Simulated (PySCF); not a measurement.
An equivalent PySCF input for Pb(3+) (lead, charge +3), [Xe] 4f14 5d10 6s1, 2S determinant, with a scalar-relativistic core potential:

```python
from pyscf import gto, scf, dft, mp, cc
import basis_set_exchange as bse
txt = bse.get_basis("aug-cc-pVTZ-PP", elements=["Pb"], fmt="nwchem", header=False, augment_diffuse=1)
cut = txt.index("\nECP")
mol = gto.M(atom="Pb 0 0 0", charge=3, spin=1, symmetry="D2h",
            basis=gto.basis.parse(txt[:cut]),
            ecp={"Pb": gto.basis.parse_ecp(txt[cut:])})
mf = dft.UKS(mol, xc="PBE0")
mf.irrep_nelec = {'Ag': (4, 3), 'B1g': (1, 1), 'B2g': (1, 1), 'B3g': (1, 1), 'B1u': (1, 1), 'B2u': (1, 1), 'B3u': (1, 1)}
mf.kernel()
```

It reaches the same state as the run whose output follows, with an energy that differs only through the grid. The run itself started from symmetry-adapted Hartree-Fock orbitals and held the occupation by maximum overlap, on a logarithmic radial grid, so the iterations belong to that start.

```
SCF conv_tol = 1e-09
number electrons alpha = 10  beta = 9
XC functionals = PBE0
    C. Adamo and V. Barone.,  J. Chem. Phys. 110, 6158 (1999)
    M. Ernzerhof and G. E. Scuseria.,  J. Chem. Phys. 110, 5029 (1999)
cycle= 1 E= -190.907356943118  delta_E= -0.00476  |g|= 0.00868  |ddm|= 0.46
cycle= 2 E= -190.907383199125  delta_E= -2.63e-05  |g|= 0.00306  |ddm|= 0.0563
cycle= 3 E= -190.907385945334  delta_E= -2.75e-06  |g|= 0.000532  |ddm|= 0.00464
cycle= 4 E= -190.907386033289  delta_E= -8.8e-08  |g|= 8.92e-06  |ddm|= 0.00195
cycle= 5 E= -190.907386033323  delta_E= -3.42e-11  |g|= 4.34e-07  |ddm|= 1.53e-05
converged SCF energy = -190.907386033323  <S^2> = 0.75042512  2S+1 = 2.0004251
```

Energies and moments cover only the electrons outside the core potential. Spin-orbit coupling, which splits the p, d and f shells strongly at this Z, is absent.
